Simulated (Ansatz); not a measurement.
**Molecular dynamics of Cl₂FGeH₃O**

input.yaml

```yaml
crystal:
  periodic: [false, false, false]
  atoms:
    - { symbol: Ge, position_ang: [-0.321145, -0.003663, -0.172737] }
    - { symbol: F, position_ang: [-0.210459, 0.772009, 1.767256] }
    - { symbol: H, position_ang: [1.047011, -0.585164, 0.14886] }
    - { symbol: Cl, position_ang: [-0.4794, 1.927686, -1.032876] }
    - { symbol: Cl, position_ang: [-1.003207, -1.365616, -1.750013] }
    - { symbol: O, position_ang: [-1.897138, -0.310917, 0.871442] }
    - { symbol: H, position_ang: [-2.130747, -1.241468, 0.991535] }
    - { symbol: H, position_ang: [-1.298315, 0.177432, 1.691031] }
basis:
  gaussian: { orbitals: def2-mTZVP }
hamiltonian:
  xc: pbe0
  dispersion: d4
md:
  timestep: 0.5
  n_steps: 200
  ensemble: nve
  temperature: 100.0
  initial_velocities: maxwell_boltzmann
  seed: 5669
```

Launched with:

```bash
$ ansatz run input.yaml --threads 4 --pin off --max-ram 5120MiB --backend cpu --events-out ev --progress --plain --runs-dir out
```

It starts at the highest image of a converged band, a first-order saddle point between two minima.

Output, in part (step lines, the closing report, with atoms numbered from 0):

```
md step     0: t =     0.00 fs  T =   100.0 K  F+E_penalty+E_count = -86361.31710050 eV  E_kin = 0.077556 eV  conserved = -86361.23954450 eV  (27 SCF iters)
md step     1: t =     0.50 fs  T =    98.8 K  F+E_penalty+E_count = -86361.31614553 eV  E_kin = 0.076612 eV  conserved = -86361.23953328 eV  (25 SCF iters)
md step     2: t =     1.00 fs  T =    95.3 K  F+E_penalty+E_count = -86361.31342884 eV  E_kin = 0.073925 eV  conserved = -86361.23950334 eV  (25 SCF iters)
md step     3: t =     1.50 fs  T =    90.2 K  F+E_penalty+E_count = -86361.30941961 eV  E_kin = 0.069956 eV  conserved = -86361.23946318 eV  (25 SCF iters)
md step     4: t =     2.00 fs  T =    84.2 K  F+E_penalty+E_count = -86361.30475138 eV  E_kin = 0.065329 eV  conserved = -86361.23942227 eV  (25 SCF iters)
md step     5: t =     2.50 fs  T =    78.2 K  F+E_penalty+E_count = -86361.30007274 eV  E_kin = 0.060684 eV  conserved = -86361.23938837 eV  (25 SCF iters)
md step     6: t =     3.00 fs  T =    72.9 K  F+E_penalty+E_count = -86361.29592442 eV  E_kin = 0.056559 eV  conserved = -86361.23936565 eV  (25 SCF iters)
md step     7: t =     3.50 fs  T =    68.7 K  F+E_penalty+E_count = -86361.29267239 eV  E_kin = 0.053318 eV  conserved = -86361.23935433 eV  (25 SCF iters)
[... lines left out ...]
Total energy: -86361.73945106 eV, -3173.7353867371 hartree
Atom 0 at    -0.526002    -0.194320    -0.381687 Å, force     0.203916     0.818427    -0.309964 eV/Å
Atom 1 at     0.063219     1.538316     2.969726 Å, force    -0.657619    -1.244865    -0.995899 eV/Å
Atom 2 at     0.778846    -0.535091     0.248771 Å, force     0.667724    -0.323657     0.157325 eV/Å
Atom 3 at    -0.458565     1.885028    -0.987258 Å, force    -0.140608    -0.413898    -0.076998 eV/Å
Atom 4 at    -0.882244    -1.437166    -2.085361 Å, force    -0.246260     0.104036     0.219214 eV/Å
Atom 5 at    -1.631395    -0.243643     0.989000 Å, force    -0.022518    -0.135088     0.079544 eV/Å
Atom 6 at    -2.427611     0.280982     0.866020 Å, force    -0.240645     0.080386     0.003054 eV/Å
Atom 7 at    -0.335530     0.848125     2.432021 Å, force     0.436011     1.114659     0.923724 eV/Å
Dipole moment:    -0.280184    -0.375378    -0.245664 e Å
```

The steps, from the saved trajectory:

```
time (fs)  T (K)  potential energy less start (eV)  conserved less start (meV/atom)
        0    100                             0.000                             0.00
        3     73                             0.021                             0.02
        6     68                             0.025                             0.02
        9     80                             0.016                             0.01
       12    100                             0.000                             0.03
       15    168                            -0.053                            -0.01
       18    207                            -0.083                             0.03
       21    302                            -0.157                             0.00
       24    378                            -0.216                             0.01
       27    447                            -0.269                             0.02
       30    559                            -0.357                            -0.04
       33    591                            -0.380                             0.04
       36    672                            -0.444                            -0.03
       39    717                            -0.479                            -0.05
       42    702                            -0.466                             0.05
       45    749                            -0.503                            -0.03
       48    771                            -0.521                            -0.05
       51    786                            -0.532                             0.02
       54    803                            -0.545                             0.03
       57    826                            -0.563                            -0.04
       60    831                            -0.567                            -0.03
       63    788                            -0.533                             0.06
       66    805                            -0.547                             0.01
       69    813                            -0.553                            -0.06
       72    784                            -0.531                             0.01
       75    776                            -0.524                             0.04
       78    791                            -0.536                            -0.04
       81    805                            -0.547                            -0.06
       84    754                            -0.507                             0.04
       87    749                            -0.503                             0.00
       90    744                            -0.500                            -0.06
       93    683                            -0.452                             0.03
       96    681                            -0.450                             0.04
       99    678                            -0.449                            -0.03
```

All steps were run. The conserved energy stayed within 0.072 meV per atom of its start (net change 0.045 meV per atom), so the integration is sound. The kinetic energy rose, since the run started high on the potential surface and went downhill. It ends in pieces (Cl2GeH2O + FH), so much of that is their flight and rotation, not heat. A run of 0.1 ps of so small a system gives no equilibrium averages. The orbitals stay closed-shell, which can raise the energy where a bond breaks towards radicals; this wasn't checked here.

Between its relaxed ends the band would form Ge1–O6, F2–H8 and break Ge1–F2, O6–H8. These pairs go: Ge1–O6 1.92 → 1.76 Å, F2–H8 1.24 → 0.96 Å, Ge1–F2 2.09 → 3.82 Å, O6–H8 1.13 → 2.23 Å. In the last frame they stand as after the step (other bonds may differ from the relaxed reactants and products). It ends as Cl2GeH2O + FH. Pairs count as bonded within 1.25 times the sum of covalent radii (0.12 Å more for H–H).

Last frame:

```xyz
8
Properties=species:S:1:pos:R:3
Ge -0.526 -0.194 -0.382
F 0.063 1.538 2.970
H 0.779 -0.535 0.249
Cl -0.459 1.885 -0.987
Cl -0.882 -1.437 -2.085
O -1.631 -0.244 0.989
H -2.428 0.281 0.866
H -0.336 0.848 2.432
```

The run took 9.1 min on 4 threads of Arm Neoverse V1, with other jobs on the host, peak memory 0.36 GiB.
